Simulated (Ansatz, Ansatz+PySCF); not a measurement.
```yaml
atoms:
  - { symbol: C, position_ang: [0.0427, -0.4067, -4.4399] }
  - { symbol: C, position_ang: [-0.0346, 0.4427, -3.2171] }
  - { symbol: C, position_ang: [0.0141, -0.4539, -1.9421] }
  - { symbol: C, position_ang: [-0.0187, 0.4567, -0.6596] }
  - { symbol: C, position_ang: [0.0178, -0.3844, 0.6033] }
  - { symbol: C, position_ang: [-0.0138, 0.4259, 1.9617] }
  - { symbol: C, position_ang: [0.0123, -0.4516, 3.2257] }
  - { symbol: C, position_ang: [0.0010, 0.4457, 4.4194] }
  - { symbol: H, position_ang: [-0.0454, 0.2179, -5.3843] }
  - { symbol: H, position_ang: [0.8603, -1.0665, -4.4705] }
  - { symbol: H, position_ang: [-0.9176, -1.0396, -4.4885] }
  - { symbol: H, position_ang: [-0.8657, 1.0479, -3.1581] }
  - { symbol: H, position_ang: [0.8590, 1.1300, -3.1961] }
  - { symbol: H, position_ang: [0.8539, -1.1019, -1.8776] }
  - { symbol: H, position_ang: [-0.8616, -1.0604, -1.9562] }
  - { symbol: H, position_ang: [-0.8358, 1.1063, -0.6302] }
  - { symbol: H, position_ang: [0.8685, 1.1321, -0.6482] }
  - { symbol: H, position_ang: [0.9005, -1.1193, 0.6081] }
  - { symbol: H, position_ang: [-0.9265, -1.0978, 0.6510] }
  - { symbol: H, position_ang: [-0.8484, 1.0740, 1.8786] }
  - { symbol: H, position_ang: [0.8976, 1.1200, 1.9454] }
  - { symbol: H, position_ang: [0.8931, -1.1271, 3.2120] }
  - { symbol: H, position_ang: [-0.8946, -1.1256, 3.1635] }
  - { symbol: H, position_ang: [-0.0449, -0.2048, 5.3436] }
  - { symbol: H, position_ang: [0.9020, 1.0590, 4.5583] }
  - { symbol: H, position_ang: [-0.8646, 1.0573, 4.5543] }
```

Basis set: def2-SVP (spherical functions). Frozen core: 8 orbitals. Charge 0, multiplicity 1.

Computed with Ansatz (development build ahead of 0.2.0); each method stands on the lowest determinant of its kind that the runs found. Restricted open shells among the atoms or ions are ROHF, correlated in semicanonical orbitals with singles. Restricted functionals stand beside restricted open-shell atoms, which can lie above the unrestricted atoms usual in DFT and then raise those values.

**Question.** Give the atomization energy at this shape (free ground-state atoms in the same class of orbitals less the molecule, no zero-point energy) of singlet C₈H₁₈ by PBE0 (restricted), RHF-MP2, RHF.

**Answer.**

| method | atomization energy |
| --- | --- |
| PBE0 (restricted) | 2495.20 kcal/mol |
| RHF-MP2 | 2381.04 kcal/mol |
| RHF | 1921.65 kcal/mol |

Caution: no unrestricted run beside it, a lower state can exist; the shape is not the minimum.
